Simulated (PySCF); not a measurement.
# NMR parameters of Si(vinyl)2(pyrrolidide)2

Si(vinyl)2(pyrrolidide)2, C12H22N2Si, point group C1.

Bonds: Si1-C2, Si1-C7, Si1-N12, Si1-N25, C2-C3, C7-C8, N12-C13, N12-C16, C13-C14, C14-C15, C15-C16, N25-C26, N25-C29, C26-C27, C27-C28, C28-C29. C2 carries H4; C3 carries H5, H6; C7 carries H9; C8 carries H10, H11; C13 carries H17, H18; C14 carries H19, H20; C15 carries H21, H22; C16 carries H23, H24; C26 carries H30, H31; C27 carries H32, H33; C28 carries H34, H35; C29 carries H36, H37.

GIAO calculations in PySCF on the PBE0-D3(BJ)/def2-SVP structure: isolated species, non-relativistic, equivalent atoms averaged; basis pcSseg-1.

Q: Give the isotropic shieldings (ppm) with PBE0, wB97X-D.

A: 
```csv
atoms,environment,PBE0,wB97X-D
Si1,"silicon bonded to 2 C, 2 N",380.3,379.2
N12/N25,"nitrogen bonded to 2 C, Si",223.8,227.2
C2/C7,"carbon bonded to C, Si, H",40.6,40.2
C3/C8,"carbon bonded to C, 2 H",42.4,41.7
C13/C16/C26/C29,"carbon bonded to C, N, 2 H",135.2,135.7
C14/C15/C27/C28,"carbon bonded to 2 C, 2 H",154.1,154.6
H4/H9,"hydrogen on a carbon bonded to C, Si",25.01,25.16
H5/H6/H10/H11,hydrogen on a carbon bonded to C,25.06,25.17
H17/H18/H23/H24/H30/H31/H36/H37,"hydrogen on a carbon bonded to C, N",28.19,28.37
H19/H20/H21/H22/H32/H33/H34/H35,hydrogen on a carbon bonded to 2 C,29.57,29.72
HOMO–LUMO gap (eV),–,5.32,8.98
```

Q: And the chemical shifts, against references computed in the same way?

A: 
```
                          atoms  nucleus, reference   PBE0  wB97X-D
                            Si1           ²⁹Si, TMS  -28.3    -26.3
                        N12/N25            ¹⁵N, NH3   41.9     36.7
                          C2/C7            ¹³C, TMS  143.8    144.4
                          C3/C8            ¹³C, TMS  142.0    142.8
                C13/C16/C26/C29            ¹³C, TMS   49.2     48.8
                C14/C15/C27/C28            ¹³C, TMS   30.3     30.0
                          H4/H9             ¹H, TMS   6.26     6.22
                  H5/H6/H10/H11             ¹H, TMS   6.21     6.21
H17/H18/H23/H24/H30/H31/H36/H37             ¹H, TMS   3.08     3.01
H19/H20/H21/H22/H32/H33/H34/H35             ¹H, TMS   1.70     1.66
```

Q: Which part of the shielding of Si1 depends on the functional?

A: Diamagnetic: PBE0 888, wB97X-D 888 ppm; paramagnetic: PBE0 -508, wB97X-D -509 ppm. The diamagnetic part, set mainly by inner electrons, hardly moves; the paramagnetic part goes with low-lying magnetically allowed excitations and carries the spread.

Experimental scales use liquid or dissolved standards, which lie at an offset from isolated NH3 (liquid NH3: subtract about 20 ppm).
